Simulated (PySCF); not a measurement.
Mayer bond orders and bond lengths

Compound: C5H12O2Si.
SMILES with atom numbers: `[CH3:1][CH2:2][CH2:3][CH2:4][C:5](=[O:6])[O:7][SiH3:8]` (hydrogens: H9, H10, H11 on C1; H12, H13 on C2; H14, H15 on C3; H16, H17 on C4; H18, H19, H20 on Si8)

Geometry (GFN2-xTB, Å), atoms numbered from 1 in this order:
```xyz
20
C5H12O2Si angstrom
C     -3.442    0.571    0.212
C     -2.286   -0.173   -0.443
C     -0.934    0.320    0.065
C      0.217   -0.432   -0.594
C      1.569    0.030   -0.113
O      1.766    0.891    0.701
O      2.561   -0.634   -0.699
Si     4.167   -0.356   -0.377
H     -4.395    0.205   -0.164
H     -3.422    0.433    1.291
H     -3.377    1.636    0.004
H     -2.380   -1.242   -0.238
H     -2.335   -0.038   -1.526
H     -0.827    1.387   -0.139
H     -0.873    0.189    1.147
H      0.146   -1.505   -0.394
H      0.193   -0.307   -1.680
H      4.430   -0.636    1.029
H      4.718   -1.348   -1.289
H      4.498    1.019   -0.732
```

Bond orders from the PBE0/pcSseg-1 density (PySCF). Geometry: GFN2-xTB, one conformer, isolated molecule.

Q: How far do the computed orders between heavy atoms stray from the drawn ones?

A: The largest departure is 0.154, at O7–Si8 (drawn single, 0.846). Drawn single, order below 0.88: O7–Si8 (0.846).

Q: Set the Mayer orders of the bonds between heavy atoms beside their lengths.

A: 
```csv
bond,drawn as,length (Å),Mayer order
C1–C2,single,1.523,1.069
C2–C3,single,1.526,1.031
C3–C4,single,1.525,1.029
C4–C5,single,1.507,0.975
C5–O6,double,1.201,1.949
C5–O7,single,1.330,1.058
O7–Si8,single,1.661,0.846
```

Bonds between the same two heavy elements. C–C: lowest C4–C5 (0.975, 1.507 Å), highest C1–C2 (1.069, 1.523 Å); in 3 of the 6 pairs the longer bond (by over 0.003 Å) has the higher order (by 0.02 or more). C–O: lowest C5–O7 (1.058, 1.330 Å), highest C5–O6 (1.949, 1.201 Å).

Q: And the bonds to hydrogen?

A: C–H: 0.93 to 0.97 (9 bonds); H–Si: 0.94 (3 bonds).

Q: Sum the orders of all bonds at each heavy atom with more than one neighbour and set the sums beside the valence in the SMILES.

A: C1 3.970 (drawn 4), C2 4.000 (drawn 4), C3 3.955 (drawn 4), C4 3.862 (drawn 4), C5 3.982 (drawn 4), O7 1.904 (drawn 2), Si8 3.657 (drawn 4). Orders between atoms that aren't bonded are not in these sums.

For a closed shell the Mayer order of atoms A and B is Σ (PS)μν (PS)νμ over the basis functions μ on A and ν on B, with P the density and S the overlap matrix.
